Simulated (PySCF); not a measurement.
A GIAO shielding run with PySCF 2.14 (density fitting, non-relativistic, gas phase) on SMILES [H]/N=C(\CC#N)CCS[SiH3], C5H10N2SSi:

```
$ OMP_NUM_THREADS=1 python probes_run.py task.json out

{"job": {"kind": "nmr", "xc": "PBE0", "basis": "pcSseg-1"}, "charge": 0, "multiplicity": 1}
N      3.939949     1.258993     0.705258
C      3.090370     0.503593     0.827419
C      2.023047    -0.453123     0.943588
C      1.326810    -0.617006    -0.398516
N      1.273917    -1.668921    -1.076710
C      0.616413     0.606920    -0.908585
C     -0.885147     0.488924    -0.666251
S     -1.269907     0.455191     1.129245
Si    -3.384137     0.123393     1.049669
H      1.291530    -0.078650     1.666839
H      2.430965    -1.405617     1.294899
H      1.748992    -2.481606    -0.691483
H      0.775656     0.681469    -1.985880
H      1.001674     1.504090    -0.422405
H     -1.258310    -0.434471    -1.107238
H     -1.405682     1.344528    -1.095559
H     -3.977297     1.243296     0.327841
H     -3.592784    -1.126470     0.328030
H     -3.755863     0.064720     2.449480
```

Hardware: 1 thread of an Arm Neoverse V1, shared host. The job also computes population analyses, field gradients.

Q: How large is the calculation?

A: 84 electrons, 217 basis functions and 1161 auxiliary functions.

Q: How long does it take, and how much memory does it need?

A: 64 s of wall time, with 14 SCF cycles and 5 response iterations; peak memory 0.96 GiB. Times on a shared host scatter by some tens of per cent.
